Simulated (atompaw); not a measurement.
**Pseudopotential generation for silicon (Si): PAW (atompaw), LDA (PW92), scalar-relativistic.**

```json
{
 "Element": "Si (Z = 14)",
 "Generator": "atompaw 4.2.0.5",
 "Type": "PAW",
 "Functional": "LDA (PW92)",
 "Relativity": "scalar-relativistic",
 "Frozen core": "[Ne]",
 "Valence charge": "4",
 "Reference configuration": "3s2 3p2",
 "Partial waves": "3s (bound): rc 1.95 bohr; 3s channel at 0.25 Ry: rc 1.95 bohr; 3p (bound): rc 1.95 bohr; 3p channel at 0.3 Ry: rc 1.95 bohr; 3d channel at 0.35 Ry: rc 1.95 bohr; 3d channel at 2.15 Ry: rc 1.90 bohr",
 "Local potential": "bessel scheme, radius 1.80 bohr",
 "Core correction": "smooth core density matched at 1.35 bohr",
 "Augmentation charge": "sinc compensation charge, radius 1.60 bohr; PAW radius 1.95 bohr; waves and projectors: custom rrkj gramschmidtortho"
}
```

All-electron outer shells of the reference configuration (LDA (PW92), scalar-relativistic, ld1.x):

```csv
shell,level (eV),outermost node (bohr),outermost maximum (bohr)
2s,-138.74,0.15,0.45
2p,-95.61,–,0.39
3s,-10.88,0.72,1.77
3p,-4.16,0.72,2.14
```

Calculated quality:

| Property | Result |
| --- | --- |
| Cutoffs needed | 8 Ry and 15 Ry (the cutoffs (Ry, on a coarse ladder) from which the occupation-weighted sum of valence levels, in a spherical-Bessel basis at the reference potential, stays within 10 and 1 mRy of its value at 400 Ry) |
| Ghost test | no extra level below or beside the all-electron valence levels (s, p, d, f tested) (spherical-Bessel basis up to 400 Ry, 20 bohr box) |
| Lowest eigenvalue of the overlap operator | 0.45 (s channel) |
| Overlap eigenvalues printed by atompaw (projector basis) | 0.233, 0.39, 1.21, 2.84, 4.49, 7.75 |
| Share of each valence orbital outside the PAW sphere | 3s 54 %, 3p 73 % |

Generation and tests took about 1.5 s on one core of a shared server CPU.
